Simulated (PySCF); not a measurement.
# Electronic absorption of C4H12As2

C4H12As2.
Z-matrix (Å and degrees, PBE0-D3(BJ)/def2-SVP geometry), rows numbered from 1:
```
C 
C   1  1.5205
C   2  1.5287  1  115.25
As  3  2.0017  2  110.27  1   -57.60
C   3  1.5205  2  112.83  1   176.07
As  5  1.9969  3  113.13  2   -60.83
H   1  1.1001  2  111.01  3  -174.48
H   1  1.1012  2  112.14  3    65.24
H   1  1.1018  2  111.07  3   -54.73
H   2  1.1055  1  108.53  3   121.19
H   2  1.1053  1  110.18  3  -123.87
H   3  1.1057  2  108.24  1    55.27
H   4  1.5258  3   94.81  2  -165.70
H   4  1.5284  3   94.32  2   -73.26
H   5  1.1004  3  110.52  2  -178.27
H   5  1.1006  3  111.06  2    63.02
H   6  1.5256  5   96.89  3    92.14
H   6  1.5255  5   94.31  3  -175.48
```

Method used: TDDFT B3LYP/def2-SVPD, vertical, gas phase, core orbitals frozen in the response (PySCF 2.14.0, density-fitted response routines). The B3LYP/def2-SVPD calculation is non-relativistic and has no spin–orbit coupling, an omission that weighs most on arsenic.

Problem. Predict the UV-vis stick spectrum at this level.

Solution. 

```
state  E (eV)  E (hartree)      f  |μ| (D)  main configurations (H = HOMO, L = LUMO)
   S1    5.65       0.2075  0.031     1.21                                 H→L (98%)
   S2    6.09       0.2238  0.042     1.35                  H→L+2 (54%), H→L+1 (42%)
   S3    6.17       0.2269  0.015     0.81     H-1→L (37%), H→L+3 (31%), H→L+2 (15%)
   S4    6.27       0.2303  0.093     1.98     H-1→L (36%), H→L+1 (27%), H→L+2 (19%)
   S5    6.40       0.2350  0.361     3.86                  H→L+3 (59%), H-1→L (19%)
   S6    6.45       0.2370  0.043     1.33                   H→L+4 (76%), H→L+1 (8%)
```

The lowest singlet comes at 220 nm (545 kJ/mol) in the ultraviolet; it is of moderate strength; its leading configuration is HOMO→LUMO (98%). The strongest level in the table is S5 at 6.40 eV (194 nm, f = 0.361). Löwdin shares by element: HOMO arsenic 63%, carbon 20% or more (atoms not listed hold the other 17%); LUMO arsenic 35%, carbon 10% or more, hydrogen 7% or more (atoms not listed hold the other 49%). Weighted by f, the mean energy of these states is 6.31 eV. The listed states span 0.80 eV, and the widest gap between neighbours is 0.44 eV (S1 to S2). Of the 6 states listed, 6 reach f = 0.01 and none stays under 0.0005. No computed singlet lies in the visible range (380 to 750 nm); the lowest, at 220 nm, stands 2.38 eV above its violet end (3.26 eV). Only the lowest 6 singlets were computed, as vertical energies without vibronic structure.

One conformer stands for the species.
